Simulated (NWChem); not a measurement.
Molecule: TiCl2F2; SMILES [Ti]([F])([Cl])([F])[Cl]

```xyz
5

Ti     0.0000     0.0000     0.3115
F      0.0000     1.3977     1.3177
F      0.0000    -1.3977     1.3177
Cl    -1.7942     0.0000    -0.9489
Cl     1.7942     0.0000    -0.9489
```
Atoms are numbered in this order, from 1.

Results from NWChem. Pople sets run with spherical d functions. All runs use the structure optimised with B3LYP/6-31G* (spherical d). Vzz is the largest principal value of the second derivative of the potential at the nucleus (NWChem prints the opposite sign); η is the asymmetry. Non-relativistic.

For level PBE/6-31G*:

* **Vzz Ti1 (a.u.)**: 0.178
* **Vzz Cl5 (a.u.)**: 0.713

### Question
What are these values for level PBE/def2-SVP?

### Answer
The vzz Ti1 (a.u.) is 0.130 and the vzz Cl5 (a.u.) is 0.744.
